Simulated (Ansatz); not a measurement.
Species: MnO, net charge 0, sextet state. The spin state was set by rule; other spins were not relaxed. 
Coordinates optimised at B3LYP-D3(BJ)/def2-TZVP (Ansatz, a program for electronic structure):
```
Mn
O 1 1.6311
```
Charge 0, spin multiplicity 6.

Basis-set convergence of Hartree-Fock and CCSD correlation energies (hartree) with Ansatz. Cores are frozen in the correlated levels unless marked. Open shells are spin-unrestricted. Spin-orbit coupling is left out. Frozen are the shells of the preceding noble gas and the d and f shells that filled before the atom's block. Non-relativistic.

The UHF reference is spin-contaminated (<S^2> 0.77 over the pure value in the largest basis). The T1 diagnostic of CCSD in the largest basis is 0.098, which is high, so the coupled-cluster rows are less sure than usual.

```csv
basis,functions,E(HF),"E(corr, CCSD)"
def2-SVPD,57,-1224.44444,-0.29268
def2-TZVPPD,107,-1224.68584,-0.37631
def2-QZVPPD,166,-1224.71124,-0.39902
```

Extrapolating the two largest sets (X = 3 and 4) as X^-3: E(corr) = (64·(-0.39902) - 27·(-0.37631))/37 = -0.4156 Eh, an estimate of the basis-set limit. The largest set recovers 96.0 % of it, the smallest 70.4 %.
